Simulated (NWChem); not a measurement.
Species: tetrafluoroborate (BF₄ anion); SMILES F[B-](F)(F)F

All runs: NWChem. Medium grid unless said otherwise, to which SCAN and Minnesota functionals are sensitive. Geometry: optimised at B3LYP/def2-SVPD. Total energies of different functionals are on different scales.

```csv
level,energy (Ha),highest occupied level (eV),orbital gap (eV)
B3LYP/aug-cc-pVDZ,-424.5901,-4.49,8.67
PBE/aug-cc-pVDZ,-424.1684,-2.69,6.71
B97-D/aug-cc-pVDZ,-424.3657,-2.76,6.90
CAM-B3LYP/aug-cc-pVDZ,-424.4919,-6.40,10.97
RPBE/aug-cc-pVDZ,-424.5243,-2.62,6.45
B97-2/aug-cc-pVDZ,-424.4532,-4.45,8.84
HCTH/407/aug-cc-pVDZ,-424.4687,(withheld),6.72
r2SCAN/aug-cc-pVDZ,-424.4050,-3.16,7.64
TPSS/aug-cc-pVDZ,-424.6119,-2.78,6.91
"LDA (Slater exchange, PW92)/aug-cc-pVDZ",-421.7785,-2.92,7.01
```

Q: Some entries are withheld; supply them.

A: 
- HCTH/407/aug-cc-pVDZ, highest occupied level (eV): -2.97
